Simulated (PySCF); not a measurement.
A structure optimised at PBE-D3(BJ)/def2-SVP, used in a PySCF frequency run:

```
O
C 1 1.3591
C 2 1.3473 1 123.17
F 3 1.3434 2 123.02 1 -1.61
H 3 1.1011 4 114.53 2 -179.52
H 2 1.1063 3 118.27 5 -0.38
Si 1 1.6999 2 125.02 6 -21.84
H 7 1.5062 1 109.72 2 -72.76
H 7 1.5087 8 108.51 1 -118.13
C 7 1.8693 8 111.52 9 -124.22
H 10 1.1080 7 110.88 8 179.39
H 10 1.1083 11 108.37 7 -121.46
H 10 1.1091 11 108.44 12 -117.26
```

### Question
Write its SMILES and formula.

### Answer
C[SiH2]O/C=C\F, C₃H₇FOSi

### Question
What are its rotational constants (standard atomic weights)?

### Answer
7.7887, 1.1859, 1.0653 GHz
